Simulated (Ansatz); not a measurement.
Relaxation of Cl$_{2}$FH$_{3}$OSi (8 atoms, charge 0, multiplicity 1), to a largest force component of 0.03 eV/Å in at most 50 steps.

The calculation used RKS PBE0/def2-SVP (Ansatz).

```xyz
8
Properties=species:S:1:pos:R:3
Si -0.174 0.063 0.023
O -0.248 0.008 1.686
H -1.112 0.167 2.084
H 1.222 -0.033 -0.410
F -0.777 1.489 -0.439
Cl -1.390 -1.342 -0.832
Cl 1.567 -2.557 1.140
H 1.011 -1.765 2.056
```

Q: Where does it end, and by what steps?

A: It converged. The force dipped under the threshold on the way, but the program's further checks kept it going. After 24 steps the energy has fallen by 0.124 eV; Cl7 moved furthest, 1.14 Å.

```tsv
step	energy less start (eV)	largest force component (eV/Å)	accepted
0	0.0000	0.922	yes
1	-0.0400	0.843	yes
2	-0.0434	0.826	yes
3	-0.0630	0.881	yes
4	-0.0757	0.528	yes
5	-0.1122	0.148	yes
6	-0.1169	0.106	yes
7	-0.1185	0.051	yes
8	-0.1143	0.403	no
9	-0.1176	0.199	no
10	-0.1193	0.017	yes
11	-0.1197	0.136	yes
12	-0.1205	0.069	yes
13	-0.1212	0.030	yes
14	-0.1219	0.046	yes
15	-0.1212	0.196	no
16	-0.1224	0.055	yes
17	-0.1226	0.082	yes
18	-0.1230	0.064	yes
19	-0.1233	0.043	yes
20	-0.1237	0.059	yes
21	-0.1215	0.266	no
22	-0.1237	0.055	no
23	-0.1238	0.008	yes
24	-0.1240	0.009	yes
```

```xyz
8
Properties=species:S:1:pos:R:3
Si -0.303 0.088 -0.136
O -0.314 -0.450 1.425
H -1.122 -0.381 1.947
H 0.975 -0.322 -0.732
F -0.437 1.693 -0.154
Cl -1.915 -0.650 -1.152
Cl 2.119 -2.371 2.116
H 1.097 -1.579 1.994
```

Whether the end is a true minimum wasn't checked by a vibrational analysis.

The run took 50 s on 2 threads of Intel(R) Xeon(R) Platinum 8488C (Sapphire Rapids) (shared host), peak memory 0.23 GiB.
